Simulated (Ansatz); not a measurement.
A displaced shape of singlet HBr:

| atom | x (Å) | y (Å) | z (Å) |
| --- | --- | --- | --- |
| H | 0.0355 | -0.0349 | -1.3785 |
| Br | 0.0431 | 0.0232 | 0.0499 |

It was optimised with PBE0/def2-SVP in Ansatz (development build ahead of 0.2.0) to forces under 0.001 eV/Å, with restricted orbitals. Each step stands on the lowest determinant of that kind that the program's search found.

What shape does it relax to, and how does the optimisation go?

```csv
atom,x (Å),y (Å),z (Å)
H,0.0356,-0.0348,-1.3747
Br,0.0430,0.0230,0.0461
```

Bond lengths: H1–Br2 1.422 Å.

```json
{"step": "1", "E − E(start) (eV)": "0.0000", "largest force (eV/Å)": "0.1972"}
{"step": "2", "E − E(start) (eV)": "-0.0007", "largest force (eV/Å)": "0.0309"}
{"step": "3", "E − E(start) (eV)": "-0.0008", "largest force (eV/Å)": "0.0002"}
```

The optimisation ended after 3 steps with its threshold met.
